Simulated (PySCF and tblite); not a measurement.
Values are calculated unless marked as measured or tabulated.
System: C₇H₇NO, numbered as in [H]/[N:1]=[CH:2]\[c:3]1[cH:4][cH:5][cH:6][cH:7][c:8]1[OH:9].

Geometries: GFN2-xTB; energies: revPBE/pcSseg-1 + D3(BJ); zero-point and thermal terms from GFN2-xTB harmonic modes (soft modes blended into free rotors). Rates follow Eyring's equation with the number of equivalent paths and no tunnelling. (PySCF 2.14 with density fitting, tblite 0.8.)

Task: How high is the barrier to the rotation about the C8–O9 bond (torsion C3–C8–O9–H from 180° to 354°, rising), through which structure does it pass, and what rate follows at 298 K?

Result: The electronic barrier is 4.4 kcal/mol and ΔG‡(298 K) 3.7 kcal/mol, over a C1 saddle with an imaginary mode of 410i cm⁻¹ (GFN2-xTB). With 2 equivalent paths, k is 2.3×10¹⁰ s⁻¹, a mean lifetime of the start of 44 ps against this motion. The end lies 1.2 kcal/mol above the start in free energy.
